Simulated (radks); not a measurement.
Task: Mn, configuration [Ar] 3d5 4s2 (the NIST ground configuration). Calculated with a radial shooting solver on a logarithmic mesh with Libxc functionals: Dirac Kohn-Sham, LDA (Slater exchange, Perdew-Wang correlation), spin-unpolarised, spherical densities, finite nucleus; open shells are shared between the two j in proportion to 2j + 1; Fermi nuclear charge, rms radius 3.7057 fm. Some entries of the table are withheld. Estimate them.

| orbital | occ. | eigenvalue (Ry) | <r> (bohr) | r(max) (bohr) |
|---|---|---|---|---|
| 1s1/2 | 2 | -471.3655 | 0.06101 | 0.03994 |
| 2s1/2 | 2 | -54.53579 | 0.2799 | 0.2330 |
| 2p1/2 | 2 | -46.78396 | (1) | 0.1867 |
| 2p3/2 | 4 | -46.01934 | (2) | 0.1891 |
| 3s1/2 | 2 | (3) | 0.8532 | 0.7365 |
| 3p1/2 | 2 | -4.06709 | 0.8991 | 0.7465 |
| 3p3/2 | 4 | -3.97294 | 0.9084 | 0.7537 |
| 3d3/2 | 2 | (4) | 1.218 | 0.7559 |
| 3d5/2 | 3 | (5) | 1.225 | 0.7585 |
| 4s1/2 | 2 | -0.38824 | 3.069 | 2.490 |

Result: 
(1) 2p1/2 <r> (bohr): 0.2454
(2) 2p3/2 <r> (bohr): 0.2484
(3) 3s1/2 eigenvalue (Ry): -6.27597
(4) 3d3/2 eigenvalue (Ry): -0.52044
(5) 3d5/2 eigenvalue (Ry): -0.51170
